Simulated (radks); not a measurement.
Species: a nucleus of charge 11.9 with 11 electrons. Configuration: [Ne] 3s1.

All-electron calculation, Dirac Kohn-Sham, PBE, spin-unpolarised, spherical densities, finite nucleus; Fermi nuclear charge, rms radius 2.9936 fm. Program: a radial shooting solver on a logarithmic mesh with Libxc functionals.

Energy parts (eV):
| part | energy |
|---|---|
| total | -5334.493 |
| kinetic | 5342.231 |
| electron-nucleus | -12717.723 |
| Hartree | 2475.454 |
| exchange-correlation | -434.455 |

Orbitals (lengths in bohr, moments of r in powers of bohr; r(90%) holds 90 % of the orbital's charge):
1s1/2: occ. 2; eigenvalue (eV) -1244.003; r(90%) 0.236; <r^2> 0.02340
2s1/2: occ. 2; eigenvalue (eV) -85.3354; r(90%) 1.12; <r^2> 0.5980
2p1/2: occ. 2; eigenvalue (eV) -52.8017; r(90%) 1.19; <r^2> 0.6235
2p3/2: occ. 4; eigenvalue (eV) -52.5254; r(90%) 1.19; <r^2> 0.6275
3s1/2: occ. 1; eigenvalue (eV) -10.3362; r(90%) 4.36; <r^2> 9.567

The highest occupied level is 3s1/2 at -10.336 eV. The density falls to 0.001 e/bohr^3 at r = 3.86 bohr. Summed over all electrons, <r^2> = 14.57 bohr^2, which gives a Langevin (diamagnetic) susceptibility term of -11.5 x 10^-6 cm^3/mol. The electron density at the nucleus is 1130 e/bohr^3.
